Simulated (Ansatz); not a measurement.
`COB(Cl)OC` and `COB(F)OC` differ in one element.

Ansatz, PBE0-D4/def2-TZVP geometries, multiplicity 1. Each molecule was computed in one conformer, which needn't be the lowest.

| property | `COB(Cl)OC` |
| --- | --- |
| LUMO energy (PBE0/def2-TZVPP) / eV | 0.92 |
| HOMO–LUMO gap (PBE/def2-TZVPP) / eV | 6.96 |
| ideal-gas entropy at 298 K and 1 bar (rigid rotor, harmonic PBE0-D4/def2-TZVP) / J/(mol·K) | 371 |
| LUMO energy (B3LYP/def2-TZVPP) / eV | 0.59 |
| size of the dipole moment (PBE/def2-TZVPP) / D | 2.27 |
| HOMO–LUMO gap (PBE0/def2-TZVPP) / eV | 9.48 |

(1) Give the same properties after the change, and the shifts. (Best estimate.)

Results:

(1) The calculation gave: 
```tsv
property	`COB(F)OC`	shift
LUMO energy (PBE0/def2-TZVPP) / eV	0.92	0.00
HOMO–LUMO gap (PBE/def2-TZVPP) / eV	7.03	0.07
ideal-gas entropy at 298 K and 1 bar (rigid rotor, harmonic PBE0-D4/def2-TZVP) / J/(mol·K)	368	-3
LUMO energy (B3LYP/def2-TZVPP) / eV	0.58	-0.01
size of the dipole moment (PBE/def2-TZVPP) / D	2.02	-0.25
HOMO–LUMO gap (PBE0/def2-TZVPP) / eV	9.42	-0.06
```

Dipoles are sizes alone; their direction can turn. Modes under 60 cm⁻¹, often nearly free rotors, make the harmonic entropy too high.

B3LYP here is the variant with VWN-RPA as its local correlation; programs differ in this.
